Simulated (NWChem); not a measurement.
System: C2H6N, doublet; SMILES [NH]CC

Here is an NWChem input.

```
start job
memory heap 200 mb stack 900 mb global 1100 mb
geometry units angstroms
  C      0.244085    -1.198967     0.000000
  C     -0.486001     0.130558     0.000000
  N      0.407276     1.245931     0.000000
  H     -0.460419    -2.044306     0.000000
  H      0.888548    -1.284592     0.887628
  H      0.888548    -1.284592    -0.887628
  H     -1.172323     0.192910    -0.874011
  H     -1.172323     0.192910     0.874011
  H     -0.178965     2.092785     0.000000
end
basis spherical
  C library 3-21g
  N library 3-21g
  H library 3-21g
end
dft
  odft
  mult 2
  xc pbe0
  iterations 150
end
driver
  maxiter 120
end
task dft optimize
task dft freq
```

In the optimisation the excess spin sits in a" (Cs, its own frame). No stability test was run on the SCF state.

The level has its own optimisation; frequencies are unscaled. Brackets give each atom's bonded neighbours.

Problem. What results follow from this input? (PBE0/3-21G, spin-unrestricted.) Quantities: basis functions; r C–C (Å); r C–H [C(CHHH)–H(C)] (Å); r C–N (Å); r C–H [C(CHHN)–H(C)] (Å); highest harmonic frequency (cm⁻¹); lowest (cm⁻¹); zero-point energy (kcal/mol); dipole (D).

Solution. 
```json
{
  "number_of_basis_functions": "39",
  "r C–C (Å)": "1.527",
  "r C–H [C(CHHH)–H(C)] (Å)": "1.095",
  "r C–N (Å)": "1.483",
  "r C–H [C(CHHN)–H(C)] (Å)": "1.104",
  "highest harmonic frequency (cm⁻¹)": "3190",
  "lowest (cm⁻¹)": "199",
  "zero-point energy (kcal/mol)": "49.1",
  "dipole (D)": "1.96"
}
```
